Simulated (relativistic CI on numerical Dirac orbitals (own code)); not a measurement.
## Transition arrays of Sb5+

Computed by Dirac-Coulomb-Breit CI, KLI orbitals optimised for each configuration, QED by a radiative potential, valence Slater integrals scaled by 0.9, whole transition arrays (own radial code, finite nucleus).

Configurations in the expansion (outside the closed core [Kr]): 4d10, 4d9 4f, 4d9 5p, 4d9 5f. Levels of other configurations are missing.

All E1 lines from the levels of 4d10; mean and standard deviation are weighted by gf, and upper levels are sorted by their leading configuration.

```
Upper configuration  Lines  Σgf  Mean (eV)  Mean (nm)  σ (eV)  Strongest line (nm)
             4d9 4f      3  3.1      67.88     18.266    0.70               18.245
             4d9 5p      3  1.1      43.53     28.480    0.30               28.541
             4d9 5f      3  9.7      84.73     14.633    0.77               14.622
```

Σgf per state of the lower configuration in bins of 0.5 nm over the central range (centre: value): 14.75: 9.60, 18.25: 3.05, 28.25: 0.17, 28.75: 0.94.

**Question.** How do configuration mixing and the scaling of the Slater integrals move the arrays?

**Answer.** Slater scale 0.9, no configuration mixing: 4d9 4f 73.2 ± 0.6 eV (Σgf 9.5), 4d9 5p 43.6 ± 0.3 eV (Σgf 1.3), 4d9 5f 79.4 ± 0.6 eV (Σgf 2.0); Slater scale 1: 4d9 4f 68.8 ± 0.7 eV (Σgf 2.9), 4d9 5p 43.6 ± 0.3 eV (Σgf 1.1), 4d9 5f 85.4 ± 0.8 eV (Σgf 10.0); Slater scale 0.8: 4d9 4f 66.9 ± 0.7 eV (Σgf 3.2), 4d9 5p 43.5 ± 0.3 eV (Σgf 1.1), 4d9 5f 84.0 ± 0.7 eV (Σgf 9.3). With mixing, levels are counted to their leading configuration, so an array can shrink or vanish into another, and the sums then hold other lines.
